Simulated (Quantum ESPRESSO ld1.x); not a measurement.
Task: Hg LXVI, 15 electrons, occupied as [Ne] 3s2 3p3. All-electron calculation, Dirac Kohn-Sham, PBE, spin-unpolarised, spherical densities, point nucleus; open shells are shared between the two j in proportion to 2j + 1. Program: ld1.x of Quantum ESPRESSO 7.5. Some entries of the table are withheld. Estimate them.

orbital,occ.,eigenvalue (hartree),<r> (bohr)
1s1/2,2,-3254.41,0.01658
2s1/2,2,-734.473,0.06847
2p1/2,2,(1),(2)
2p3/2,4,(3),(4)
3s1/2,2,-294.677,0.1669
3p1/2,1,(5),0.1563
3p3/2,2,(6),0.1689

Result: 
(1) 2p1/2 eigenvalue (hartree): -714.900
(2) 2p1/2 <r> (bohr): 0.05625
(3) 2p3/2 eigenvalue (hartree): -641.630
(4) 2p3/2 <r> (bohr): 0.06464
(5) 3p1/2 eigenvalue (hartree): -287.474
(6) 3p3/2 eigenvalue (hartree): -267.953
